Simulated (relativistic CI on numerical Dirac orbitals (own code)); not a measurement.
## Line list: Electric-dipole lines, Pb71+

These numbers are calculated, not measured: Dirac-Coulomb-Breit CI, separate exchange-only KLI orbitals for each configuration, model QED (radiative potential, 1s self-energy scaled to tabulated hydrogen-like ionisation energies), unscaled Slater integrals (own radial code, finite nucleus).

CI space (outside the closed core [Ne]): 3s, 3p, 3d, 4s, 4p, 4d, 4f, 5s, 5p, 5d, 5f, 5g, 6s, 6p, 6d. Levels of other configurations are missing.

| λ vac (Å) | Lower | Upper | A (s⁻¹) | gf | Branching (%) |
| --- | --- | --- | --- | --- | --- |
| 2.2637 | 3p 2P°_3/2 [3] | 5d 2D_5/2 [17] | 9.78e+13 | 4.51e-01 | 71.3 |
| 2.3457 | 3d 2D_3/2 [4] | 5f 2F°_5/2 [18] | 1.31e+14 | 6.48e-01 | 62.4 |
| 2.4014 | 3d 2D_5/2 [5] | 5f 2F°_7/2 [19] | 1.32e+14 | 9.15e-01 | 65.5 |
| 2.8150 | 3p 2P°_1/2 [2] | 4d 2D_3/2 [9] | 1.42e+14 | 6.74e-01 | 80.0 |
| 2.9089 | 3s 2S_1/2 [1] | 4p 2P°_1/2 [7] | 1.04e+14 | 2.64e-01 | 77.9 |
| 3.2186 | 3p 2P°_3/2 [3] | 4d 2D_5/2 [10] | 1.87e+14 | 1.75e+00 | 99.4 |
| 3.3678 | 3d 2D_3/2 [4] | 4f 2F°_5/2 [11] | 3.70e+14 | 3.77e+00 | 93.2 |
| 3.4717 | 3d 2D_5/2 [5] | 4f 2F°_7/2 [12] | 3.82e+14 | 5.52e+00 | 99.7 |
| 3.6627 | 3p 2P°_3/2 [3] | 4s 2S_1/2 [6] | 8.43e+13 | 3.39e-01 | 75.8 |
| 6.2485 | 4p 2P°_1/2 [7] | 5d 2D_3/2 [16] | 2.43e+13 | 5.69e-01 | 18.2 |
| 7.0278 | 4p 2P°_3/2 [8] | 5d 2D_5/2 [17] | 3.68e+13 | 1.64e+00 | 26.8 |
| 7.2746 | 4d 2D_3/2 [9] | 5f 2F°_5/2 [18] | 6.52e+13 | 3.10e+00 | 31.1 |
| 7.4739 | 4d 2D_5/2 [10] | 5f 2F°_7/2 [19] | 6.93e+13 | 4.64e+00 | 34.3 |
| 7.6515 | 4f 2F°_5/2 [11] | 5g 2G_7/2 [20] | 1.12e+14 | 7.88e+00 | 95.1 |
| 7.7377 | 4f 2F°_7/2 [12] | 5g 2G_9/2 [21] | 1.15e+14 | 1.03e+01 | 98.5 |
| 8.1037 | 4p 2P°_3/2 [8] | 5s 2S_1/2 [13] | 2.76e+13 | 5.44e-01 | 31.3 |
| 13.031 | 5p 2P°_3/2 [15] | 6d 2D_5/2 [26] | 1.06e+13 | 1.62e+00 | 11.4 |
| 15.064 | 3p 2P°_1/2 [2] | 3d 2D_3/2 [4] | 3.55e+12 | 4.84e-01 | 99.7 |
| 15.161 | 5p 2P°_3/2 [15] | 6s 2S_1/2 [22] | 1.09e+13 | 7.53e-01 | 17.4 |
| 15.506 | 3s 2S_1/2 [1] | 3p 2P°_3/2 [3] | 4.62e+12 | 6.67e-01 | 100.0 |
| 35.617 | 3p 2P°_3/2 [3] | 3d 2D_5/2 [5] | 3.34e+11 | 3.81e-01 | 99.7 |
| 37.490 | 4p 2P°_1/2 [7] | 4d 2D_3/2 [9] | 9.89e+11 | 8.34e-01 | 0.6 |
| 37.806 | 4s 2S_1/2 [6] | 4p 2P°_3/2 [8] | 1.10e+12 | 9.45e-01 | 1.5 |
| 75.097 | 5p 2P°_1/2 [14] | 5d 2D_3/2 [16] | 3.38e+11 | 1.14e+00 | 0.3 |
| 75.310 | 5s 2S_1/2 [13] | 5p 2P°_3/2 [15] | 3.57e+11 | 1.21e+00 | 0.6 |
| 89.087 | 4p 2P°_3/2 [8] | 4d 2D_5/2 [10] | 9.15e+10 | 6.53e-01 | 0.0 |
| 131.88 | 6p 2P°_1/2 [23] | 6d 2D_3/2 [25] | 1.37e+11 | 1.43e+00 | 0.1 |
| 132.01 | 6s 2S_1/2 [22] | 6p 2P°_3/2 [24] | 1.41e+11 | 1.48e+00 | 0.3 |
| 178.14 | 5p 2P°_3/2 [15] | 5d 2D_5/2 [17] | 3.15e+10 | 8.98e-01 | 0.0 |
| 312.07 | 6p 2P°_3/2 [24] | 6d 2D_5/2 [26] | 1.29e+10 | 1.13e+00 | 0.0 |

Terms are leading LS components. Brackets give the number of a level in order of energy, since labels repeat. The list gives strong lines, with weight on those to low levels, without lines whose two gauges differ by over a factor of 2.5. Levels whose partners in the same complex of configurations lie outside the list can be far off, and so can their lines. Rates are taken at the computed energies, electric ones in the length gauge.

At this charge energies of transitions that change n are usually good to better than 1 %, and those within a shell (Δn = 0) to a few per cent.

Task: From the table, what is the radiative lifetime of 5d 2D_5/2?

Result: The listed rates from this level add up to about 1.35e+14 s⁻¹, 98 % of its decay; with all channels τ = 7.29e-15 s.
